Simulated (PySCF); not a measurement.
These 2 structures share the formula C5H3NOS. Theory: PBE0-D3(BJ)/def2-SVP geometry optimisation, gas phase in PySCF. Energies are electronic, without zero-point or thermal terms, for one conformer each. No frequencies were run at this level. Point groups hold within 0.08 Å.

Question: Order them by energy at this level, lowest first, and give relative energies in kJ/mol.
A. `[N:1]#[C:2][S:3][c:4]1[cH:5][cH:6][o:7][cH:8]1` with C2–S3–C4–C5 -175°
B. `[N:1]#[C:2][S:3][c:4]1[cH:5][cH:6][cH:7][o:8]1` with C2–S3–C4–C5 102°

Answer: B (0.0), A (1.6).

Neighbours under 10 kJ/mol apart (N#CSc1ccco1 and N#CSc1ccoc1) can change places with a better method, another conformer or zero-point energy.

| SMILES | E (Eh) | E rel (kJ/mol) | dipole (D) | point group | A, B, C (MHz) |
| --- | --- | --- | --- | --- | --- |
| N#CSc1ccco1 | -719.58357 | 0.0 | 4.46 | C1 | 4219, 1114, 1060 |
| N#CSc1ccoc1 | -719.58297 | 1.6 | 3.86 | near Cs | 4425, 1184, 935.0 |

Question: How do the relative energies change in single points at B3LYP/pcSseg-1 (no added dispersion term) on the same geometries?

Answer: 
| SMILES | PBE0-D3(BJ)/def2-SVP (kJ/mol) | B3LYP/pcSseg-1 (kJ/mol) | shift |
| --- | --- | --- | --- |
| N#CSc1ccco1 | 0.0 | 0.0 | 0.0 |
| N#CSc1ccoc1 | 1.6 | 4.4 | +2.8 |

Each column counts from its own lowest isomer. The order is unchanged; the largest shift is 2.8 kJ/mol.
